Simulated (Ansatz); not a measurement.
A short molecular-dynamics run on (4-methoxyphenyl)phenyliodonium mesylate (C14H15IO4S).

```yaml
crystal:
  periodic: [false, false, false]
  atoms:
    - {symbol: C, position_ang: [-3.822479, 1.261615, 0.820441]}
    - {symbol: O, position_ang: [-3.432940, 0.170243, 1.665640]}
    - {symbol: C, position_ang: [-2.575591, -0.729526, 1.155167]}
    - {symbol: C, position_ang: [-2.182407, -0.740138, -0.199295]}
    - {symbol: C, position_ang: [-1.178340, -1.610519, -0.629594]}
    - {symbol: C, position_ang: [-0.608487, -2.476446, 0.307937]}
    - {symbol: I, position_ang: [1.238718, -3.355321, -0.256741]}
    - {symbol: C, position_ang: [2.452635, -1.639757, 0.321025]}
    - {symbol: C, position_ang: [3.468381, -1.838082, 1.262650]}
    - {symbol: C, position_ang: [4.151859, -0.691106, 1.702674]}
    - {symbol: C, position_ang: [3.781200, 0.580514, 1.231485]}
    - {symbol: C, position_ang: [2.744384, 0.721488, 0.297374]}
    - {symbol: C, position_ang: [2.066426, -0.409165, -0.198620]}
    - {symbol: C, position_ang: [-1.017177, -2.541777, 1.653228]}
    - {symbol: C, position_ang: [-2.030656, -1.675890, 2.063621]}
    - {symbol: H, position_ang: [-4.502917, 0.916602, 0.013049]}
    - {symbol: H, position_ang: [-2.940107, 1.745257, 0.351090]}
    - {symbol: H, position_ang: [-4.357744, 1.973544, 1.474256]}
    - {symbol: H, position_ang: [-2.534205, 0.010144, -0.930137]}
    - {symbol: H, position_ang: [-0.804501, -1.487708, -1.658937]}
    - {symbol: H, position_ang: [3.722887, -2.832297, 1.657296]}
    - {symbol: H, position_ang: [4.960961, -0.800244, 2.441236]}
    - {symbol: H, position_ang: [4.304127, 1.472613, 1.608831]}
    - {symbol: H, position_ang: [2.392483, 1.701104, -0.061856]}
    - {symbol: H, position_ang: [1.277763, -0.258071, -0.969456]}
    - {symbol: H, position_ang: [-0.546259, -3.226963, 2.372012]}
    - {symbol: H, position_ang: [-2.376507, -1.668966, 3.107223]}
    - {symbol: C, position_ang: [0.082204, 2.827440, -3.166807]}
    - {symbol: S, position_ang: [-0.487550, 1.562910, -1.997252]}
    - {symbol: O, position_ang: [-1.987364, 1.567437, -2.132528]}
    - {symbol: O, position_ang: [0.164338, 0.277619, -2.491080]}
    - {symbol: O, position_ang: [0.009278, 1.984429, -0.642674]}
    - {symbol: H, position_ang: [-0.355294, 3.796001, -2.862545]}
    - {symbol: H, position_ang: [1.186572, 2.869233, -3.131054]}
    - {symbol: H, position_ang: [-0.263711, 2.543776, -4.177650]}
basis:
  gaussian: {orbitals: def2-SVP}
magnetization: {spin_polarized: true, initial_magnetization: 0}
hamiltonian: {xc: {name: revPBE}}
md: {timestep: 0.5 fs, n_steps: 15, ensemble: nvt_nose_hoover, temperature: 1500, initial_velocities: maxwell_boltzmann, seed: 247}
scf: {omitted_lower_state_checks: [starts]}
```

```sh
$ ansatz run in.yaml --threads 2 --pin off --events-out ev --progress --plain --max-ram 32768MiB --backend cuda --devices 0, --max-vram 18GiB
```

| step | time (fs) | potential energy (eV) | kinetic (eV) | T (K) | conserved (eV) |
| --- | --- | --- | --- | --- | --- |
| 0 | 0.0 | -41854.6246 | 6.3984 | 1500 | -41848.2263 |
| 1 | 0.5 | -41854.4302 | 6.2101 | 1456 | -41848.2201 |
| 2 | 1.0 | -41853.9247 | 5.7141 | 1340 | -41848.2107 |
| 3 | 1.5 | -41853.2476 | 5.0469 | 1183 | -41848.2007 |
| 4 | 2.0 | -41852.5503 | 4.3577 | 1022 | -41848.1928 |
| 5 | 2.5 | -41851.9544 | 3.7657 | 883 | -41848.1889 |
| 6 | 3.0 | -41851.5214 | 3.3328 | 781 | -41848.1890 |
| 7 | 3.5 | -41851.2530 | 3.0625 | 718 | -41848.1912 |
| 8 | 4.0 | -41851.1167 | 2.9241 | 686 | -41848.1936 |
| 9 | 4.5 | -41851.0730 | 2.8789 | 675 | -41848.1956 |
| 10 | 5.0 | -41851.0880 | 2.8924 | 678 | -41848.1974 |
| 11 | 5.5 | -41851.1300 | 2.9325 | 687 | -41848.1999 |
| 12 | 6.0 | -41851.1617 | 2.9615 | 694 | -41848.2032 |
| 13 | 6.5 | -41851.1373 | 2.9342 | 688 | -41848.2068 |
| 14 | 7.0 | -41851.0126 | 2.8081 | 658 | -41848.2090 |
| 15 | 7.5 | -41850.7734 | 2.5718 | 603 | -41848.2069 |

Velocities are drawn at the set temperature; a run this short doesn't reach equilibrium.

In the def2 sets I takes a core potential; there is no spin–orbit coupling.

Frames (Å, forces in eV/Å):

```xyz
35
time=0.0 fs
C    -3.822    1.262    0.820   -0.088    0.200   -0.098
O    -3.433    0.170    1.666   -0.114    0.019    0.209
C    -2.576   -0.730    1.155   -0.003   -0.030    0.000
C    -2.182   -0.740   -0.199   -0.109    0.064   -0.140
C    -1.178   -1.611   -0.630   -0.017   -0.036   -0.206
C    -0.608   -2.476    0.308    0.039   -0.108   -0.029
I     1.239   -3.355   -0.257    0.079   -0.272   -0.110
C     2.453   -1.640    0.321   -0.009   -0.086   -0.032
C     3.468   -1.838    1.263    0.091   -0.162    0.084
C     4.152   -0.691    1.703    0.144   -0.019    0.146
C     3.781    0.581    1.231    0.100    0.166    0.060
C     2.744    0.721    0.297   -0.007    0.180   -0.045
C     2.066   -0.409   -0.199   -0.084    0.046   -0.145
C    -1.017   -2.542    1.653    0.043   -0.128    0.154
C    -2.031   -1.676    2.064   -0.070   -0.033    0.194
H    -4.503    0.917    0.013   -0.033    0.010    0.003
H    -2.940    1.745    0.351   -0.045    0.022    0.042
H    -4.358    1.974    1.474   -0.016    0.017    0.013
H    -2.534    0.010   -0.930   -0.003   -0.075    0.036
H    -0.805   -1.488   -1.659   -0.028   -0.043    0.031
H     3.723   -2.832    1.657    0.011   -0.006    0.009
H     4.961   -0.800    2.441    0.015   -0.003    0.008
H     4.304    1.473    1.609    0.008    0.013    0.006
H     2.392    1.701   -0.062    0.046   -0.004    0.018
H     1.278   -0.258   -0.969    0.079   -0.019    0.055
H    -0.546   -3.227    2.372   -0.002   -0.010    0.020
H    -2.377   -1.669    3.107    0.000   -0.010    0.025
C     0.082    2.827   -3.167    0.050    0.112   -0.103
S    -0.488    1.563   -1.997   -0.011    0.072   -0.071
O    -1.987    1.567   -2.133   -0.195    0.040   -0.104
O     0.164    0.278   -2.491    0.067   -0.110   -0.152
O     0.009    1.984   -0.643    0.041    0.129    0.175
H    -0.355    3.796   -2.863    0.003    0.029   -0.012
H     1.187    2.869   -3.131    0.014    0.018   -0.017
H    -0.264    2.544   -4.178    0.003    0.014   -0.022
35
time=1.5 fs
C    -3.807    1.257    0.831    2.326   -0.892   -2.369
O    -3.427    0.163    1.645   -0.217    0.305    0.814
C    -2.563   -0.725    1.138   -0.934   -0.068    2.480
C    -2.194   -0.754   -0.163   -0.357    1.739   -4.488
C    -1.189   -1.595   -0.622    0.129   -1.033    1.686
C    -0.616   -2.470    0.323   -0.061    0.257   -0.788
I     1.238   -3.356   -0.261   -0.068   -0.231   -0.089
C     2.455   -1.634    0.314   -0.286   -0.412   -0.274
C     3.463   -1.841    1.254    0.210    1.771   -0.231
C     4.163   -0.703    1.701    0.291    0.526    0.708
C     3.767    0.590    1.229    1.804    0.212    1.364
C     2.747    0.734    0.323   -0.812    0.104   -0.982
C     2.071   -0.423   -0.196    0.430    1.978    0.609
C    -1.032   -2.547    1.660    1.191   -0.774    0.525
C    -2.030   -1.664    2.059   -0.499   -0.895    3.752
H    -4.440    0.915    0.020   -0.471   -0.351   -0.857
H    -2.927    1.802    0.347   -0.595   -0.510    0.567
H    -4.387    1.909    1.367   -1.631    2.036    2.210
H    -2.580    0.015   -1.006    0.743   -1.379    1.893
H    -0.803   -1.465   -1.598    0.446    0.172   -1.570
H     3.663   -2.794    1.637    0.526   -1.859    0.779
H     4.958   -0.803    2.513   -0.729    0.045   -0.925
H     4.293    1.524    1.599   -0.365   -0.911   -0.171
H     2.425    1.755   -0.012   -0.025   -0.772    0.069
H     1.270   -0.122   -0.868   -0.614   -0.597   -0.778
H    -0.437   -3.234    2.345   -1.001    0.706   -0.332
H    -2.361   -1.732    3.267    0.629    0.529   -3.305
C     0.100    2.822   -3.176    0.656   -1.842   -2.196
S    -0.498    1.576   -1.997    1.820   -1.295   -0.040
O    -1.980    1.547   -2.134   -1.095    0.308   -0.176
O     0.163    0.263   -2.490   -0.320    0.782    0.232
O     0.018    1.989   -0.637   -0.232    0.151   -0.177
H    -0.387    3.722   -2.887   -0.424    1.545    0.336
H     1.259    2.874   -3.126   -1.635   -0.035   -0.225
H    -0.339    2.484   -4.242    1.170    0.688    1.951
35
time=3.0 fs
C    -3.787    1.252    0.838    2.182   -0.242   -2.780
O    -3.422    0.157    1.626   -0.383    0.568    1.464
C    -2.552   -0.720    1.126   -1.720   -0.173    4.991
C    -2.205   -0.765   -0.135    0.000    2.146   -7.697
C    -1.199   -1.580   -0.611    0.587   -1.738    2.152
C    -0.623   -2.464    0.336   -0.131    0.495   -1.327
I     1.237   -3.356   -0.265   -0.213   -0.220   -0.077
C     2.457   -1.629    0.307   -0.464   -0.698   -0.424
C     3.458   -1.841    1.244    0.670    2.052    0.040
C     4.175   -0.715    1.701   -0.012    1.002    0.867
C     3.755    0.600    1.228    3.067   -0.162    2.324
C     2.749    0.747    0.347   -1.359   -0.138   -1.694
C     2.076   -0.433   -0.191   -0.068    3.744    0.479
C    -1.045   -2.554    1.668    1.938   -0.917    0.549
C    -2.031   -1.653    2.060   -0.178   -1.586    4.666
H    -4.386    0.906    0.010   -0.486   -0.460   -1.209
H    -2.925    1.847    0.355   -0.651   -0.754    0.817
H    -4.449    1.885    1.304   -1.612    1.859    2.312
H    -2.611   -0.007   -1.043    0.921   -1.560    2.567
H    -0.793   -1.439   -1.569    0.514    0.264   -1.928
H     3.613   -2.793    1.632    0.622   -2.123    0.925
H     4.939   -0.805    2.565   -0.914    0.023   -1.364
H     4.274    1.557    1.585   -0.391   -1.250   -0.115
H     2.457    1.793    0.038   -0.215   -1.085   -0.030
H     1.251    0.001   -0.782   -0.466   -1.253   -0.825
H    -0.349   -3.227    2.311   -1.696    0.970   -0.286
H    -2.333   -1.783    3.359    0.530    0.949   -4.096
C     0.120    2.813   -3.189    0.226   -2.129   -2.476
S    -0.508    1.588   -1.997    3.310   -2.363    0.017
O    -1.973    1.528   -2.136   -1.855    0.536   -0.231
O     0.162    0.249   -2.488   -0.572    1.438    0.499
O     0.026    1.994   -0.632   -0.455    0.156   -0.483
H    -0.427    3.679   -2.904   -0.293    1.771    0.286
H     1.298    2.878   -3.125   -2.190   -0.057   -0.336
H    -0.389    2.439   -4.266    1.759    0.937    2.425
35
time=4.5 fs
C    -3.764    1.246    0.840   -0.978    1.521   -2.175
O    -3.417    0.152    1.609   -0.603    0.818    2.098
C    -2.545   -0.716    1.123   -1.981   -0.474    6.450
C    -2.217   -0.772   -0.120    0.355    1.948   -8.974
C    -1.208   -1.569   -0.596    1.614   -2.051    0.743
C    -0.630   -2.456    0.347   -0.137    0.549   -1.551
I     1.237   -3.356   -0.269   -0.349   -0.204   -0.070
C     2.458   -1.625    0.299   -0.534   -0.855   -0.488
C     3.454   -1.837    1.235    1.261    0.304    1.016
C     4.187   -0.724    1.702   -0.703    1.414    0.519
C     3.750    0.609    1.232    3.584   -0.988    2.699
C     2.748    0.759    0.368   -1.514   -0.720   -2.010
C     2.081   -0.436   -0.187   -0.980    5.152    0.108
C    -1.054   -2.563    1.677    2.099   -0.507    0.117
C    -2.032   -1.645    2.070    0.247   -2.031    4.612
H    -4.342    0.887   -0.025   -0.084   -0.155   -0.720
H    -2.937    1.877    0.379   -0.214   -0.634    0.757
H    -4.542    1.898    1.288    0.485   -0.121    0.930
H    -2.622   -0.063   -1.026    0.724   -1.171    2.424
H    -0.773   -1.407   -1.578   -0.054    0.122   -0.667
H     3.577   -2.835    1.646    0.427   -0.403    0.250
H     4.903   -0.806    2.589   -0.561   -0.055   -1.181
H     4.248    1.564    1.570   -0.071   -0.938    0.166
H     2.484    1.808    0.088   -0.497   -0.832   -0.259
H     1.222    0.098   -0.713    0.091   -1.920   -0.614
H    -0.296   -3.200    2.271   -1.842    0.736    0.148
H    -2.293   -1.815    3.364    0.271    1.231   -4.015
C     0.139    2.801   -3.207   -1.488   -0.949   -1.634
S    -0.515    1.598   -1.997    4.244   -3.061    0.103
O    -1.969    1.509   -2.139   -2.290    0.730   -0.255
O     0.159    0.237   -2.486   -0.689    1.849    0.642
O     0.034    1.999   -0.628   -0.617    0.132   -0.723
H    -0.472    3.671   -2.916    0.591    0.740   -0.118
H     1.292    2.881   -3.131   -1.702   -0.050   -0.356
H    -0.403    2.413   -4.239    1.896    0.872    2.027
35
time=6.0 fs
C    -3.742    1.243    0.838   -3.836    1.921   -1.987
O    -3.413    0.147    1.594   -0.914    1.131    2.666
C    -2.541   -0.713    1.131   -1.539   -1.021    5.989
C    -2.228   -0.776   -0.122    0.752    0.897   -6.958
C    -1.214   -1.562   -0.580    2.518   -2.086   -0.963
C    -0.638   -2.448    0.356   -0.066    0.414   -1.463
I     1.236   -3.356   -0.273   -0.443   -0.144   -0.055
C     2.458   -1.622    0.291   -0.504   -0.798   -0.479
C     3.452   -1.833    1.227    1.509   -1.300    1.751
C     4.198   -0.731    1.704   -1.688    1.734   -0.359
C     3.750    0.617    1.241    3.246   -2.151    2.398
C     2.744    0.770    0.385   -1.202   -1.581   -1.864
C     2.084   -0.430   -0.181   -1.552    5.695    0.030
C    -1.059   -2.572    1.686    1.598    0.372   -0.737
C    -2.032   -1.641    2.087    0.715   -2.151    3.458
H    -4.300    0.866   -0.074    0.338    0.308    0.084
H    -2.953    1.895    0.420    0.544   -0.158    0.460
H    -4.626    1.909    1.293    1.983   -1.285    0.008
H    -2.619   -0.142   -0.959   -0.040    0.107    0.941
H    -0.754   -1.373   -1.602   -0.622   -0.089    0.676
H     3.550   -2.886    1.665    0.323    1.212   -0.406
H     4.854   -0.808    2.588    0.234   -0.170   -0.352
H     4.220    1.552    1.558    0.507   -0.066    0.604
H     2.501    1.806    0.133   -0.798   -0.146   -0.531
H     1.195    0.153   -0.658    0.441   -2.253   -0.561
H    -0.282   -3.157    2.236   -1.313    0.057    0.885
H    -2.248   -1.820    3.284   -0.149    1.336   -2.917
C     0.156    2.787   -3.227   -3.472    0.429    0.037
S    -0.520    1.606   -1.997    4.605   -3.471    0.220
O    -1.969    1.491   -2.141   -2.348    0.896   -0.238
O     0.156    0.228   -2.483   -0.710    2.070    0.684
O     0.040    2.004   -0.624   -0.737    0.103   -0.906
H    -0.505    3.680   -2.930    1.381   -0.225   -0.443
H     1.250    2.883   -3.145   -0.135    0.029   -0.252
H    -0.376    2.405   -4.171    1.375    0.381    0.581
35
time=7.5 fs
C    -3.727    1.243    0.832   -5.221    1.420   -1.923
O    -3.411    0.144    1.584   -1.294    1.470    3.133
C    -2.539   -0.711    1.149   -0.666   -1.681    3.953
C    -2.237   -0.778   -0.135    1.933   -1.636   -1.317
C    -1.216   -1.558   -0.566    2.775   -1.833   -2.080
C    -0.646   -2.439    0.361    0.104    0.097   -1.109
I     1.235   -3.357   -0.278   -0.471   -0.021   -0.025
C     2.457   -1.621    0.281   -0.382   -0.492   -0.400
C     3.453   -1.831    1.223    1.333   -1.886    1.819
C     4.205   -0.735    1.706   -2.587    1.924   -1.362
C     3.756    0.620    1.254    2.400   -3.079    1.675
C     2.738    0.778    0.399   -0.558   -2.232   -1.408
C     2.084   -0.414   -0.176   -1.598    5.185    0.278
C    -1.062   -2.581    1.693    0.568    1.469   -1.744
C    -2.031   -1.640    2.111    1.552   -1.575   -1.029
H    -4.251    0.851   -0.123    0.522    0.651    0.626
H    -2.957    1.908    0.470    1.177    0.356    0.165
H    -4.669    1.895    1.299    2.467   -1.544   -0.395
H    -2.618   -0.217   -0.875   -1.796    2.789   -2.604
H    -0.747   -1.341   -1.613   -0.803   -0.262    1.266
H     3.530   -2.912    1.677    0.344    1.854   -0.672
H     4.811   -0.815    2.581    1.091   -0.280    0.716
H     4.203    1.538    1.560    1.013    0.795    0.976
H     2.500    1.801    0.166   -0.982    0.480   -0.693
H     1.177    0.161   -0.615    0.437   -2.160   -0.691
H    -0.296   -3.114    2.219   -0.248   -0.852    1.727
H    -2.207   -1.797    3.147   -1.051    0.885    1.422
C     0.166    2.774   -3.247   -4.196    1.866    2.971
S    -0.521    1.612   -1.997    4.494   -3.728    0.354
O    -1.971    1.475   -2.144   -2.084    1.042   -0.187
O     0.152    0.222   -2.478   -0.677    2.167    0.668
O     0.046    2.010   -0.622   -0.848    0.105   -1.061
H    -0.509    3.685   -2.953    1.618   -0.612   -0.556
H     1.207    2.886   -3.164    1.852    0.174   -0.050
H    -0.322    2.405   -4.092   -0.218   -0.856   -2.440
```

Hardware: 2 threads of AMD EPYC 7R13 on a shared host and a share (18 GiB) of an NVIDIA H100 80GB HBM3. Wall time 66 s.
